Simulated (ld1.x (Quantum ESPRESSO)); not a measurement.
## Reading a pseudo-wave (Si)

Columns: radius, all-electron u(r) and pseudo u(r) of the 3p shell (level -3.93 eV) of silicon in the configuration [He] 2s2 2p6 3s2 3p2; BLYP, scalar-relativistic, PAW scheme, ld1.x (Quantum ESPRESSO) 7.5.

```csv
r (bohr),all-electron,pseudo
0.055,0.0418,0.0223
0.110,0.1161,0.0848
0.165,0.1837,0.1749
0.220,0.2312,0.2750
0.275,0.2562,0.3657
0.330,0.2609,0.4303
0.385,0.2486,0.4576
0.440,0.2233,0.4441
0.495,0.1882,0.3936
0.550,0.1464,0.3158
0.605,0.1002,0.2236
0.660,0.0513,0.1294
0.715,0.0014,0.0427
0.770,-0.0487,-0.0316
0.825,-0.0979,-0.0932
0.880,-0.1457,-0.1452
0.935,-0.1917,-0.1917
0.990,-0.2354,-0.2354
1.045,-0.2767,-0.2767
1.100,-0.3155,-0.3155
1.155,-0.3516,-0.3516
1.210,-0.3851,-0.3851
1.265,-0.4159,-0.4159
1.320,-0.4442,-0.4442
1.375,-0.4700,-0.4700
1.430,-0.4934,-0.4934
```

(1) How many radial nodes do the two functions have?

(2) At about which radius was the pseudo-wave matched?

(3) Is the pseudo-wave norm-conserving?

Results:

(1) The all-electron 3p function has n − l − 1 = 1; the pseudo-wave has 1, since 1 lower shell of the same l stays in the valence.

(2) 0.95 bohr, where the columns begin to agree (steps of 0.06 bohr).

(3) No, it belongs to a PAW set: the norm inside the radius is not constrained, and the difference is carried by the augmentation charge.
